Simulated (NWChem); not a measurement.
# AlN$_{2}$H$_{4}$Br; SMILES [NH2][Al]([NH2])[Br]

```xyz
8

Al     0.0000     0.0000    -0.9382
Br     0.0000     0.0000     1.3252
N      0.0000     1.5558    -1.7710
H      0.0000     1.6942    -2.7746
H      0.0000     2.4500    -1.2945
N      0.0000    -1.5558    -1.7710
H      0.0000    -1.6942    -2.7746
H      0.0000    -2.4500    -1.2945
```
Atoms are numbered in this order, from 1.

STO-3G and 3-21G are far too small for this property and stand as cheap habits. Geometry: optimised at PBE0/def2-SVP.

Spin-orbit effects, on the heavy nuclei and on their neighbours, are missing.

Task: Give the principal values of the shielding tensors (ppm) of Al1, Br2, N3 from Hartree-Fock/STO-3G, GIAO (NWChem), with their diamagnetic and paramagnetic parts as GIAO splits them.

Result: 
```tsv
atom	σ11	σ22	σ33	isotropic	diamagnetic	paramagnetic
Al1	457.1	460.0	469.5	462.2	781.0	-318.8
Br2	3075.7	3235.5	3367.6	3226.2	3100.4	125.9
N3	315.4	315.8	360.9	330.7	314.9	15.8
```
